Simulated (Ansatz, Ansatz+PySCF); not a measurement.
```yaml
atoms:
  - { symbol: C, position_ang: [0.0000, 0.0000, -1.1165] }
  - { symbol: S, position_ang: [0.0000, 0.0000, 0.4187] }
```

Basis set: def2-SVP (spherical functions). Correlated methods keep 6 orbitals frozen. Charge 0, multiplicity 1.

Computed with Ansatz (development build ahead of 0.2.0); each method stands on the lowest determinant of its kind that the runs found. Restricted open shells among the atoms or ions are ROHF, correlated in semicanonical orbitals with singles. Restricted functionals stand beside restricted open-shell atoms, which can lie above the unrestricted atoms usual in DFT and then raise those values.

(1) Give the atomization energy at this shape (free ground-state atoms in the same class of orbitals less the molecule, no zero-point energy) of singlet CS by ωB97X (unrestricted), ωB97X (restricted), r²SCAN (unrestricted), r²SCAN (restricted), PBE0 (restricted), PBE0 (unrestricted), PBE (restricted), PBE (unrestricted), RHF-CCSD(T), RHF-CCSD, RHF-MP2, RHF, UHF.

## Answers

(1)

```
               method  atomization energy
 ωB97X (unrestricted)        688.0 kJ/mol
   ωB97X (restricted)        699.4 kJ/mol
r²SCAN (unrestricted)        702.5 kJ/mol
  r²SCAN (restricted)        715.4 kJ/mol
    PBE0 (restricted)        708.0 kJ/mol
  PBE0 (unrestricted)        699.7 kJ/mol
     PBE (restricted)        758.0 kJ/mol
   PBE (unrestricted)        751.8 kJ/mol
          RHF-CCSD(T)        667.4 kJ/mol
             RHF-CCSD        634.7 kJ/mol
              RHF-MP2        689.4 kJ/mol
                  RHF        420.6 kJ/mol
                  UHF        399.8 kJ/mol
```
